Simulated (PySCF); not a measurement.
Record of a relaxation.

Species: C8H7NSe.
Numbering: `[CH3:1][c:2]1[cH:3][cH:4][c:5]([Se:6][C:7]#[N:8])[cH:9][cH:10]1` (hydrogens: H11, H12, H13 on C1; H14 on C3; H15 on C4; H16 on C9; H17 on C10)

Method: PySCF 2.14.0, PBE0-D3(BJ)/def2-SVP geometry optimisation, gas phase; density fitting, grid level 1; the optimiser is geomeTRIC in internal coordinates, started from a GFN2-xTB structure with every atom displaced at random (about 0.01 Å). The frame can shift and turn from step to step; on so coarse a grid that alone can change the energy by a few meV, and forces under 0.02 eV/Å are noise.

Step 0: E = -75214.5222 eV, largest atomic force 2.870 eV/Å
```
atom  x, y, z in Å  |  force x, y, z in eV/Å
C1     -2.718   -0.614   -0.018   -1.441   2.009  -0.459
C2     -1.314   -0.154   -0.086   -0.202  -0.192  -0.061
C3     -0.321   -0.969    0.410    2.336   0.307   0.200
C4      1.057   -0.575    0.381   -2.830  -0.443  -0.180
C5      1.349    0.647   -0.172    1.223   0.218   0.250
Se6     3.170    1.299   -0.262   -0.135   0.107  -0.088
C7      4.008   -0.129    0.508   -1.268   1.984  -1.084
N8      4.568   -1.004    0.985    1.245  -1.970   1.077
C9      0.362    1.491   -0.649   -0.120   0.391  -0.418
C10    -0.959    1.078   -0.617    0.084   0.571  -0.237
H11    -2.845   -1.625   -0.339   -0.085  -1.090  -0.322
H12    -3.098   -0.525    1.009   -0.075  -0.096   0.114
H13    -3.396    0.050   -0.658    0.733  -0.816   0.681
H14    -0.573   -1.923    0.851   -0.086  -0.417   0.137
H15     1.788   -1.237    0.779    0.837  -0.578   0.356
H16     0.627    2.459   -1.086   -0.075  -0.011   0.044
H17    -1.721    1.742   -1.026   -0.140   0.026  -0.007
```

Step 1: E = -75214.6972 eV, largest atomic force 0.444 eV/Å
```
atom  x, y, z in Å  |  force x, y, z in eV/Å
C1     -2.752   -0.619   -0.117    0.131  -0.392  -0.163
C2     -1.316   -0.183   -0.100    0.092   0.032   0.020
C3     -0.302   -0.983    0.442   -0.083   0.037   0.006
C4      1.029   -0.569    0.451    0.199  -0.158   0.048
C5      1.370    0.669   -0.094   -0.194   0.001   0.034
Se6     3.149    1.375   -0.168    0.002   0.014  -0.002
C7      4.017   -0.041    0.581    0.152  -0.180   0.112
N8      4.595   -0.931    1.060   -0.084   0.123  -0.066
C9      0.375    1.489   -0.629    0.006  -0.003  -0.044
C10    -0.947    1.057   -0.633   -0.025   0.020   0.024
H11    -2.838   -1.709   -0.284    0.046   0.145   0.167
H12    -3.269   -0.379    0.829    0.003   0.024  -0.084
H13    -3.280   -0.143   -0.952   -0.170   0.157   0.058
H14    -0.557   -1.958    0.869    0.041   0.033  -0.030
H15     1.800   -1.225    0.874   -0.122   0.117  -0.059
H16     0.623    2.464   -1.057    0.005   0.019  -0.012
H17    -1.714    1.705   -1.066    0.000   0.011  -0.009
```

Step 2: E = -75214.7043 eV, largest atomic force 0.171 eV/Å
```
atom  x, y, z in Å  |  force x, y, z in eV/Å
C1     -2.730   -0.643   -0.102   -0.008  -0.016  -0.166
C2     -1.307   -0.168   -0.125   -0.105  -0.099   0.018
C3     -0.292   -0.970    0.410    0.045  -0.014   0.029
C4      1.037   -0.559    0.426   -0.150   0.058  -0.057
C5      1.355    0.687   -0.110    0.120  -0.015   0.033
Se6     3.149    1.366   -0.143    0.061   0.092  -0.037
C7      3.989   -0.064    0.622   -0.006   0.017  -0.002
N8      4.546   -0.961    1.109   -0.001   0.020  -0.008
C9      0.365    1.510   -0.653    0.068  -0.002   0.019
C10    -0.958    1.079   -0.658    0.030  -0.118   0.069
H11    -2.791   -1.734   -0.240    0.021   0.034   0.039
H12    -3.214   -0.407    0.859   -0.028   0.027   0.018
H13    -3.320   -0.176   -0.904   -0.023   0.029   0.061
H14    -0.544   -1.948    0.828   -0.014  -0.006  -0.012
H15     1.810   -1.206    0.847   -0.032   0.024  -0.011
H16     0.616    2.486   -1.077    0.015  -0.013   0.007
H17    -1.730    1.724   -1.086    0.006  -0.015   0.000
```

Step 3: E = -75214.7089 eV, largest atomic force 0.101 eV/Å
```
atom  x, y, z in Å  |  force x, y, z in eV/Å
C1     -2.745   -0.641   -0.108    0.006   0.069  -0.039
C2     -1.314   -0.188   -0.129   -0.041   0.009  -0.033
C3     -0.298   -0.991    0.401    0.020   0.038  -0.012
C4      1.028   -0.570    0.419    0.051   0.010   0.017
C5      1.362    0.677   -0.105    0.011   0.014  -0.022
Se6     3.147    1.390   -0.140   -0.036  -0.049   0.011
C7      4.020   -0.018    0.629   -0.075   0.059  -0.034
N8      4.598   -0.900    1.118    0.025  -0.036   0.021
C9      0.370    1.495   -0.650   -0.016  -0.023   0.035
C10    -0.951    1.056   -0.655   -0.034   0.046  -0.031
H11    -2.823   -1.729   -0.236   -0.007  -0.045  -0.024
H12    -3.217   -0.395    0.857   -0.019   0.012   0.054
H13    -3.344   -0.155   -0.894    0.068  -0.030   0.025
H14    -0.546   -1.972    0.814    0.004  -0.019   0.006
H15     1.797   -1.218    0.840    0.065  -0.048   0.032
H16     0.619    2.473   -1.073   -0.017  -0.008   0.003
H17    -1.721    1.704   -1.083   -0.004   0.000  -0.008
```

Step 4: E = -75214.7096 eV, largest atomic force 0.097 eV/Å
```
atom  x, y, z in Å  |  force x, y, z in eV/Å
C1     -2.743   -0.644   -0.109    0.026  -0.039   0.029
C2     -1.312   -0.192   -0.126    0.032   0.045  -0.022
C3     -0.289   -0.987    0.405   -0.038  -0.082   0.036
C4      1.039   -0.569    0.425   -0.045   0.037  -0.028
C5      1.361    0.679   -0.104   -0.009   0.009  -0.002
Se6     3.141    1.396   -0.147   -0.001  -0.003  -0.002
C7      4.009   -0.012    0.624    0.007   0.005   0.004
N8      4.585   -0.895    1.114    0.001  -0.002   0.002
C9      0.364    1.492   -0.645   -0.004   0.043  -0.020
C10    -0.957    1.054   -0.654    0.029   0.000   0.007
H11    -2.822   -1.732   -0.242   -0.006  -0.009   0.001
H12    -3.221   -0.397    0.854    0.002  -0.004   0.001
H13    -3.331   -0.157   -0.900    0.007   0.003  -0.008
H14    -0.534   -1.969    0.817   -0.002  -0.010   0.004
H15     1.811   -1.216    0.846   -0.005  -0.003   0.001
H16     0.609    2.470   -1.069    0.000   0.008  -0.002
H17    -1.728    1.699   -1.084    0.005   0.001  -0.001
```

Step 5: E = -75214.7095 eV, largest atomic force 0.075 eV/Å
```
atom  x, y, z in Å  |  force x, y, z in eV/Å
C1     -2.734   -0.654   -0.106   -0.010  -0.024   0.012
C2     -1.307   -0.193   -0.126    0.001  -0.034   0.022
C3     -0.287   -0.989    0.407    0.024   0.066  -0.026
C4      1.038   -0.559    0.422    0.013  -0.051   0.016
C5      1.357    0.689   -0.108   -0.009  -0.004   0.014
Se6     3.138    1.400   -0.150    0.022   0.021  -0.008
C7      3.996   -0.012    0.624    0.046  -0.016   0.021
N8      4.565   -0.897    1.117   -0.010   0.019  -0.010
C9      0.360    1.502   -0.649   -0.007  -0.038   0.005
C10    -0.957    1.055   -0.654   -0.022  -0.001   0.001
H11    -2.807   -1.744   -0.240    0.006   0.019   0.011
H12    -3.214   -0.410    0.858    0.010  -0.008  -0.026
H13    -3.321   -0.172   -0.898   -0.040   0.014  -0.017
H14    -0.528   -1.972    0.821    0.005   0.018  -0.007
H15     1.815   -1.203    0.843   -0.022   0.022  -0.012
H16     0.601    2.481   -1.072    0.000   0.001   0.001
H17    -1.732    1.695   -1.085   -0.007  -0.004   0.003
```

Step 6: E = -75214.7102 eV, largest atomic force 0.026 eV/Å
```
atom  x, y, z in Å  |  force x, y, z in eV/Å
C1     -2.737   -0.655   -0.106   -0.003  -0.008  -0.006
C2     -1.310   -0.193   -0.126   -0.005  -0.018   0.011
C3     -0.288   -0.988    0.406    0.010   0.022  -0.008
C4      1.037   -0.562    0.423    0.012  -0.018   0.001
C5      1.358    0.687   -0.106   -0.014   0.003   0.009
Se6     3.138    1.401   -0.150    0.005   0.007  -0.004
C7      4.005   -0.006    0.624    0.010  -0.002   0.008
N8      4.579   -0.888    1.117   -0.002   0.005  -0.003
C9      0.360    1.499   -0.647    0.000  -0.007  -0.007
C10    -0.959    1.054   -0.654    0.001  -0.006   0.006
H11    -2.810   -1.744   -0.241    0.004   0.006   0.007
H12    -3.216   -0.411    0.857    0.004  -0.004  -0.010
H13    -3.326   -0.172   -0.899   -0.017   0.004  -0.002
H14    -0.530   -1.972    0.820    0.002   0.006  -0.002
H15     1.812   -1.206    0.844   -0.005   0.009  -0.004
H16     0.601    2.478   -1.070    0.000   0.002   0.001
H17    -1.733    1.695   -1.085   -0.002  -0.002   0.002
```

Step 7: E = -75214.7102 eV, largest atomic force 0.023 eV/Å
```
atom  x, y, z in Å  |  force x, y, z in eV/Å
C1     -2.736   -0.663   -0.106    0.005   0.004   0.000
C2     -1.310   -0.199   -0.127    0.010   0.013  -0.005
C3     -0.284   -0.990    0.404   -0.008  -0.017   0.006
C4      1.040   -0.560    0.420   -0.011   0.010  -0.007
C5      1.356    0.691   -0.108    0.011   0.003   0.003
Se6     3.134    1.411   -0.152    0.001   0.003  -0.004
C7      4.006    0.010    0.628   -0.006   0.011  -0.002
N8      4.583   -0.869    1.123    0.003  -0.002   0.002
C9      0.355    1.499   -0.649   -0.002  -0.016   0.009
C10    -0.962    1.049   -0.654   -0.010   0.017  -0.012
H11    -2.808   -1.752   -0.238    0.000  -0.008  -0.002
H12    -3.214   -0.420    0.858   -0.001  -0.003   0.004
H13    -3.330   -0.181   -0.896    0.008  -0.007   0.003
H14    -0.522   -1.974    0.817    0.001  -0.005   0.002
H15     1.818   -1.201    0.840    0.003  -0.002   0.002
H16     0.592    2.479   -1.072   -0.003  -0.002   0.002
H17    -1.739    1.688   -1.083   -0.003   0.001  -0.001
```

Question: Summarise the path.

Answer: The energy falls by 0.1880 eV from step 0 to step 7; nine tenths of that is first reached at step 1. It never rises by more than 0.2 meV. The largest force goes from 2.870 to 0.023 eV/Å. Among the bonds C1–H13 changes most, from 1.144 to 1.099 Å; the atoms move by 0.086 Å rms after alignment.

What follows is the cost of the whole optimisation. Time: 2.0 min; peak memory 0.82 GiB. Hardware: an Intel Xeon 6975P-C with one thread (shared host).
